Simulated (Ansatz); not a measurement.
The pair A = AlH3 (SMILES [AlH3]) (first 4 atoms), B = H2O (SMILES O); geometry from B3LYP-D3(BJ)/def2-TZVP.
(charge 0, multiplicity 1):
```csv
atom,x (Å),y (Å),z (Å)
Al,-0.0213,0.2183,0.3257
H,0.6033,-0.9348,-0.5657
H,-1.6083,0.3857,0.3374
H,0.8687,1.5100,0.6192
O,0.1113,-0.5471,2.2166
H,-0.7537,-0.6487,2.6342
H,0.6594,-0.0025,2.7963
```

Correlated levels freeze the cores.

The values were computed with Ansatz (Gaussian basis) for Hartree–Fock, density functionals and correlated methods. Values without a source in brackets are computed.

Total energies (hartree), monomers frozen at their geometry in the pair:

```json
[
 {"structure": "AB", "PBE/def2-TZVPPD": "-320.4643549", "MP2/aug-cc-pV(D+d)Z": "-320.0089062", "MP2/aug-cc-pV(T+d)Z": "-320.1029564"},
 {"structure": "A in the pair's basis", "PBE/def2-TZVPPD": "-244.0470648", "MP2/aug-cc-pV(D+d)Z": "-243.7139627", "MP2/aug-cc-pV(T+d)Z": "-243.7374864"},
 {"structure": "B in the pair's basis", "PBE/def2-TZVPPD": "-76.3833907", "MP2/aug-cc-pV(D+d)Z": "-76.2619903", "MP2/aug-cc-pV(T+d)Z": "-76.3292095"},
 {"structure": "A", "PBE/def2-TZVPPD": "-244.0469677", "MP2/aug-cc-pV(D+d)Z": "-243.7130107", "MP2/aug-cc-pV(T+d)Z": "-243.7371181"},
 {"structure": "B", "PBE/def2-TZVPPD": "-76.3833421", "MP2/aug-cc-pV(D+d)Z": "-76.2605187", "MP2/aug-cc-pV(T+d)Z": "-76.3285705"}
]
```

Problem. Work out the interaction energy without and with the counterpoise correction, and the superposition error, for each level.

Solution. 
E(AB) − E(A) − E(B), times 627.509 kcal/mol, with the monomers in their own basis and then in the pair's basis:
- PBE/def2-TZVPPD: -21.36 uncorrected, -21.27 corrected; the monomers gain 0.09 kcal/mol from borrowed functions
- MP2/aug-cc-pV(D+d)Z: -22.20 uncorrected, -20.68 corrected; the monomers gain 1.52 kcal/mol from borrowed functions
- MP2/aug-cc-pV(T+d)Z: -23.39 uncorrected, -22.75 corrected; the monomers gain 0.63 kcal/mol from borrowed functions

Ansatz is a first-principles code.
